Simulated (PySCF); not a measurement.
Species: phenyl isocyanate, C₇H₅NO.
Geometry (PBE0-D3(BJ)/def2-TZVP, Å), atoms numbered from 1 in this order:
```xyz
14
C7H5NO angstrom
O      4.217    0.396    0.254
C      3.131   -0.026    0.245
N      2.065   -0.575    0.259
C      0.717   -0.281    0.104
C     -0.203   -1.318    0.215
C     -1.555   -1.057    0.065
C     -1.998    0.232   -0.195
C     -1.076    1.264   -0.306
C      0.277    1.015   -0.158
H      0.155   -2.319    0.418
H     -2.268   -1.869    0.153
H     -3.056    0.432   -0.311
H     -1.412    2.274   -0.509
H      0.999    1.819   -0.243
```

Computed with PySCF at wB97X-D/pcSseg-2, non-relativistic, on one gas-phase PBE0-D3(BJ)/def2-TZVP geometry that isn't relaxed in the solvent. The solvent is an IEF-PCM continuum (Bondi radii, 1.10 Å for H, scaled by 1.2). The model holds no explicit solvent molecules, cavitation or dispersion.

Gas phase at wB97X-D/pcSseg-2: HOMO -8.70 eV, LUMO 0.87 eV, dipole 2.47 D.

What does the continuum do to the energy, the frontier levels and the dipole at wB97X-D/pcSseg-2 in chloroform?

```csv
solvent,ε,E(solvent) − E(gas) (kJ/mol),polarisation term (kJ/mol),distortion of the solute (kJ/mol),HOMO (eV),LUMO (eV),dipole (D)
chloroform,4.711,-12.04,-13.13,1.09,-8.63,0.96,2.90
```

The polarisation term is half the interaction of the solute with the surface charges that it induces; the rest is the cost of distorting the solute's density. The sum is the electrostatic part of solvation alone.

Which radius a makes the point-dipole formula ΔE = −[(ε − 1)/(2ε + 1)]·μ²/a³ give the value in chloroform, with the gas-phase dipole?

μ = 0.972 au and |ΔE| = 0.00459 Eh give a = 2.22 Å; the farthest nucleus lies 4.24 Å from the centroid of the nuclei, so such a sphere wouldn't even hold the nuclei. The formula assumes a rigid point dipole at the centre of a sphere.

Give the dipole vector in the frame of the coordinates (D, pointing from negative to positive charge), gas and chloroform.

Gas (-2.46, 0.15, -0.21), solvent (-2.88, 0.22, -0.26). Its length changes by +17 % and its direction by less than 1°.

wB97X-D is run here without its empirical dispersion term; that term would change no orbital, density or response property at a fixed geometry.
